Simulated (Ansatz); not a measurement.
Calculated with Ansatz (gas phase, PBE0-D4/def2-TZVP geometries, no zero-point term in ΔE). CCSD(T)/CBS is the MP2 limit (def2-TZVPP, def2-QZVPP) plus CCSD(T) − MP2 in def2-TZVPP, frozen cores. Functionals use def2-TZVPP. For Ge outer-core shells are correlated without core-valence functions, which leaves a few kJ/mol of doubt a bond. Scalar relativity is left out up to krypton. One conformer a species, not always the lowest.

Consider the isomerisation: `C[BH][GeH2][CH3]` → `B[CH2][GeH2][CH3]`.

| species | ωB97X-V energy (Eh) |
| --- | --- |
| `C[BH][GeH2][CH3]` | -2183.28306 |
| `B[CH2][GeH2][CH3]` | -2183.28893 |

(1) Work out ΔE.

Largest T1 diagnostic among the species: 0.011.

Answers

(1) ΔE = (-2183.28893) − (-2183.28306) = -0.00587 Eh = -3.7 kcal/mol. CCSD(T)/CBS gives -4.4 kcal/mol.

The D4 term adds −0.8 kcal/mol with B3LYP and −0.4 kcal/mol with PBE0; it sums over pairs of atoms, weighted by their polarisabilities, and B3LYP, whose exchange is more repulsive, gets the larger term. In def2-TZVPP, CCSD(T) changes the Hartree–Fock value by −2.1 kcal/mol (the triples alone add −0.5 kcal/mol) and MP2 by −3.7 kcal/mol.

B3LYP here is the variant with VWN-RPA as its local correlation; programs differ in this.
